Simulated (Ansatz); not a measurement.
CH8B2Si (`BBC[SiH3]`), relaxed with RKS PBE0-D4/def2-TZVP in Ansatz from a PBE-D4/def2-SVP geometry. The force threshold is 0.005 eV/Å; the program also tests the step.

Total charge 0; spin multiplicity 1.

Start:

```xyz
12

B     0.184    1.814    1.268
B    -0.144    0.212    1.059
C    -0.894   -0.546   -0.073
Si    0.430   -1.005   -1.377
H     1.178    2.348    0.798
H    -0.496    2.527    1.991
H     0.382   -0.475    1.938
H    -1.649    0.049   -0.628
H    -1.329   -1.519    0.239
H     1.537   -1.815   -0.760
H    -0.219   -1.825   -2.461
H     1.020    0.233   -1.994
```

(1) How much energy does the relaxation release, and in how many steps? (Best estimate.)

(2) Which bonds change most? (An estimate is asked.)

(3) Give the relaxed structure. (Best estimate.)

Answers

(1) Ansatz gave: 0.04 eV, in 8 steps, 1 of them rejected.

(2) Ansatz gave: B2–H7 from 1.234 to 1.210 Å; B1–H5 from 1.223 to 1.201 Å; B1–H6 from 1.222 to 1.201 Å; C3–Si4 from 1.913 to 1.892 Å.

(3) The calculation gave: 
```xyz
12

B     0.185    1.791    1.250
B    -0.121    0.186    1.081
C    -0.872   -0.533   -0.062
Si    0.425   -0.990   -1.362
H     1.149    2.321    0.769
H    -0.516    2.499    1.920
H     0.370   -0.514    1.937
H    -1.606    0.076   -0.599
H    -1.323   -1.485    0.232
H     1.524   -1.790   -0.762
H    -0.221   -1.796   -2.432
H     1.005    0.235   -1.971
```
